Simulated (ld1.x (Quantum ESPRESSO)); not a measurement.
Results of a calculation; reference values are marked as such.
Pseudopotentials across the periodic table

Generated with ld1.x 7.5 (TM, RRKJ, ultrasoft, PAW), atompaw 4.2 or ONCVPSP 4.0.1. The cutoff is in Ry: for ld1.x and atompaw files where the sum of valence levels is converged to 10 mRy in a Bessel basis, for ONCV files where the hardest occupied wave has 1 mHa per electron of residual kinetic energy. The error is the largest all-electron minus pseudo excitation energy over each file’s own four to seven test configurations (ionisations up to +4, promotions, holes and added fractions of an electron), all of which were solved. The labels leave out finer settings (local radius, basis sizes, second energies), which also bear on the numbers. Spin-polarised tests are not counted. The rows are a selection from randomly drawn settings: files with unsolved tests, undetermined cutoffs or missed reference levels are left out.

A true bound ghost makes a file unfit for plane-wave use even where its test errors are small: the radial tests pick states by their node count and pass the ghost by.

```csv
element,potential,cutoff (Ry),largest error (meV),bound ghosts
Ge,"TM, LDA (PZ), scalar-relativistic, rc 1.85/1.90/1.90 (spd), local s, core correction yes, reference 4s2 4p2",25,-256,d
Se,"RRKJ, PBE, scalar-relativistic, rc 1.25/1.45 (sp), local s, core correction yes, reference 4s2 4p4",50,-123,p
Ru,"TM, PBEsol, scalar-relativistic, rc 2.35/1.05/2.10 (spd), local p, core correction yes, reference 4p6 4d7 5s1 5p0",120,-135,s
W,"TM, LDA (PZ), scalar-relativistic, rc 2.20/1.65/1.90 (spd), local s, core correction yes, reference 5p6 5d4 6s2 6p0",45,-1182,none
```

Task: Fill in the row for Ga: TM, LDA (PZ), scalar-relativistic, rc 2.22/2.74 (sp), local smoothed, core correction no, reference 4s2 4p1.

Result: cutoff 12 Ry, largest error +124 meV, bound ghosts: none.

Task: Fill in the row for Tc: TM, BP86, fully relativistic, rc 2.15/1.55/2.05 (spd), local smoothed, core correction yes, reference 4p6 4d4 5s0 5p0.

Result: cutoff 50 Ry, largest error +71 meV, bound ghosts: s.

Task: Fill in the row for Cr: TM, PBE, scalar-relativistic, rc 1.35/1.15/1.15 (spd), local s, core correction yes, reference 3s2 3p6 3d6 4s0 4p0.

Result: cutoff 140 Ry, largest error +760 meV, bound ghosts: none.
